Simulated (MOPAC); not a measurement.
Job for MOPAC: PM3 on BBrH2 (SMILES BBr), a point of a bond scan (R = 2.722 Å).

```
PM3 1SCF PRECISE CHARGE=0 THREADS=1
BBrH2

B     -0.84896739 1    -1.29115255 1     0.21121296 1
H      0.01870260 1    -3.09111604 1     2.05960200 1
H     -1.82647135 1    -1.42145963 1    -0.44309788 1
Br     0.18694365 1     0.28431336 1    -0.04650935 1
```

Output:

```
*******************************************************************************
 **                                                                           **
 **                              MOPAC v23.2.5                                **
 **                                                                           **
 *******************************************************************************
 ** MOPAC's Digital Object Identifier: https://doi.org/10.5281/zenodo.6511958 **
 **                                                                           **
 ** Please cite the open-source release paper for use of this MOPAC version:  **
 ** J. E. Moussa and J. J. P. Stewart (2026)                                  **
 ** MOPAC: An open-source semiempirical molecular orbital program             **
 ** J. Open Source Softw., 11(119), 8025, https://doi.org/10.21105/joss.08025 **
 *******************************************************************************

                              PM3 CALCULATION RESULTS

 *******************************************************************************
 *  PM3        - The PM3 Hamiltonian to be used
 *
 *
 *
 *                 CHARGE ON SYSTEM = 0
 *
 *
 *
 *  PRECISE    - TIGHTER CRITERIA TO BE USED
 *  1SCF       - DO 1 SCF AND THEN STOP
 *  THREADS=1  - MULTI-THREADING NOT USED
 *  T=         - A TIME OF 172800.0 SECONDS REQUESTED
 *  DUMP=N     - RESTART FILE WRITTEN EVERY 7200.0 SECONDS REQUESTED
 *******************************************************************************
PM3 1SCF PRECISE CHARGE=0 THREADS=1
 BBrH2

   ATOM   CHEMICAL          X               Y               Z
  NUMBER   SYMBOL      (ANGSTROMS)     (ANGSTROMS)     (ANGSTROMS)

     1       B         -0.84896739  *  -1.29115255  *   0.21121296  *
     2       H          0.01870260  *  -3.09111604  *   2.05960200  *
     3       H         -1.82647135  *  -1.42145963  *  -0.44309788  *
     4      Br          0.18694365  *   0.28431336  *  -0.04650935  *



          CARTESIAN COORDINATES

    NO.       ATOM           X           Y           Z

     1         B         -0.8490     -1.2912      0.2112
     2         H          0.0187     -3.0911      2.0596
     3         H         -1.8265     -1.4215     -0.4431
     4        Br          0.1869      0.2843     -0.0465

  H: (PM3): J. J. P. STEWART, J. COMP. CHEM. 10, 209 (1989).
  B: (PM3): J. J. P. STEWART, J. MOL. MOD., 10, 155-164 (2004)
 Br: (PM3): J. J. P. STEWART, J. COMP. CHEM. 10, 209 (1989).

           Empirical Formula: H2 B Br  =     4 atoms



      MOLECULAR POINT GROUP   :   Cs


      RHF CALCULATION, NO. OF DOUBLY OCCUPIED LEVELS = 6


 -------------------------------------------------------------------------------
 PM3 1SCF PRECISE CHARGE=0 THREADS=1
 BBrH2



     1SCF WAS SPECIFIED, SO BFGS WAS NOT USED
     SCF FIELD WAS ACHIEVED


                              PM3 CALCULATION
                                                       MOPAC v23.2.5 Linux




          FINAL HEAT OF FORMATION =        167.38703 KCAL/MOL =     700.34733 KJ/MOL


          COSMO AREA              =         94.56 SQUARE ANGSTROMS
          COSMO VOLUME            =         74.24 CUBIC ANGSTROMS

          IONIZATION POTENTIAL    =          9.536916 EV
          HOMO LUMO ENERGIES (EV) =         -9.537 -2.798
          NO. OF FILLED LEVELS    =          6
          MOLECULAR WEIGHT        =         92.7298         POINT GROUP:  Cs

          MOLECULAR DIMENSIONS (Angstroms)

            Atom       Atom       Distance
           Br     4    H     2     3.98215
            H     3   Br     4     2.31845
            H     2    B     1     0.00000


          SCF CALCULATIONS        =          1





   ATOM   CHEMICAL          X               Y               Z
  NUMBER   SYMBOL      (ANGSTROMS)     (ANGSTROMS)     (ANGSTROMS)

     1       B         -0.84896739  *  -1.29115255  *   0.21121296  *
     2       H          0.01870260  *  -3.09111604  *   2.05960200  *
     3       H         -1.82647135  *  -1.42145963  *  -0.44309788  *
     4      Br          0.18694365  *   0.28431336  *  -0.04650935  *

                             CARTESIAN COORDINATES

   1    B       -0.848967390    -1.291152550     0.211212960
   2    H        0.018702600    -3.091116040     2.059602000
   3    H       -1.826471350    -1.421459630    -0.443097880
   4   Br        0.186943650     0.284313360    -0.046509350


           Empirical Formula: H2 B Br  =     4 atoms



      MOLECULAR POINT GROUP   :   Cs


                  EIGENVALUES
 -22.60077 -19.89455 -13.70229 -12.43912 -12.38512  -9.53692  -2.79836   0.56367
   1.51245   3.73534


              NET ATOMIC CHARGES AND DIPOLE CONTRIBUTIONS

  ATOM NO.   TYPE          CHARGE      No. of ELECS.   s-Pop       p-Pop
    1          B           0.064369        2.9356     1.44528     1.49035
    2          H           0.108775        0.8912     0.89122
    3          H           0.025138        0.9749     0.97486
    4         Br          -0.198282        7.1983     1.85974     5.33854
 DIPOLE           X         Y         Z       TOTAL
 POINT-CHG.    -0.651    -2.457     1.132     2.782
 HYBRID        -0.327     0.582    -0.633     0.920
 SUM           -0.979    -1.875     0.499     2.173


          ATOMIC ORBITAL ELECTRON POPULATIONS

     Atom    s        px        py        pz
    1  B   1.44528   0.56771   0.48865   0.43399
    2  H   0.89122
    3  H   0.97486
    4 Br   1.85974   1.83068   1.59023   1.91763

 **********************
 *                    *
 * JOB ENDED NORMALLY *
 *                    *
 **********************




 == MOPAC DONE ==
```

The run finished.

Cost: roughly 0.03 core-seconds.
